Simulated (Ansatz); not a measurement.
`C=C[SiH](F)Br` + HCl → `C=C[SiH](Cl)Br` + H–F at 600 K and 1 bar (ligand exchange at the Si–F bond).

Isolated molecules relaxed with PBE0-D4/def2-TZVP in Ansatz; ΔE leaves out vibrations. CCSD(T)/CBS is the MP2 limit (def2-TZVPP, def2-QZVPP) plus CCSD(T) − MP2 in def2-TZVPP, frozen cores. This one scheme is used for every species. For Br outer-core shells are correlated without core-valence functions, which leaves a few kJ/mol of doubt a bond. Scalar relativity is left out up to krypton. One conformer a species, not always the lowest.

```json
{"species": "`C=C[SiH](F)Br`", "CCSD(T)/CBS energy (Eh)": "-3040.80170", "H − E (kJ/mol)": "203.0", "S (J/(mol·K))": "434.8"}
{"species": "HCl", "CCSD(T)/CBS energy (Eh)": "-460.38127", "H − E (kJ/mol)": "35.4", "S (J/(mol·K))": "207.2"}
{"species": "`C=C[SiH](Cl)Br`", "CCSD(T)/CBS energy (Eh)": "-3400.77233", "H − E (kJ/mol)": "201.6", "S (J/(mol·K))": "448.9"}
{"species": "H–F", "CCSD(T)/CBS energy (Eh)": "-100.39570", "H − E (kJ/mol)": "42.3", "S (J/(mol·K))": "194.0"}
```

H − E and S are ideal-gas, rigid-rotor, harmonic terms from PBE0-D4/def2-TZVP, for one conformer and one mirror image of each species. 1 Eh = 2625.50 kJ/mol, R = 8.31446 J/(mol·K).

Q: By hand: ΔE, ΔH, ΔS and ΔG.

A: ΔE = (-3400.77233) + (-100.39570) − (-3040.80170) − (-460.38127) = 0.01494 Eh = 39.2 kJ/mol. Δ(H − E) = 201.6 + 42.3 − 203.0 − 35.4 = 5.5, so ΔH = 44.7 kJ/mol. ΔS = 448.9 + 194.0 − 434.8 − 207.2 = 0.9 J/(mol·K). ΔG = 44.7 − 600 × (0.9)/1000 = 44.2 kJ/mol.

Q: By hand: the equilibrium constant, and the temperature at which ΔG would vanish if ΔH and ΔS stayed fixed.

A: log₁₀ K = −ΔG/(RT ln 10) = -3.8. ΔG = 0 at ΔH/ΔS = 49667 K, far beyond where these terms or the molecules hold.

The number of gas molecules stays the same, so ΔS is small and ΔH decides. A doubt of 5 kJ/mol in ΔE shifts log₁₀ K by 0.4 here. Other conformers and mirror images would add mixing entropy, several J/(mol·K) or more a flexible species. These are equilibria of isolated gas molecules and say nothing of rates. Largest T1 diagnostic: 0.010 (customary marks: 0.02 for closed shells, 0.045 for open ones).
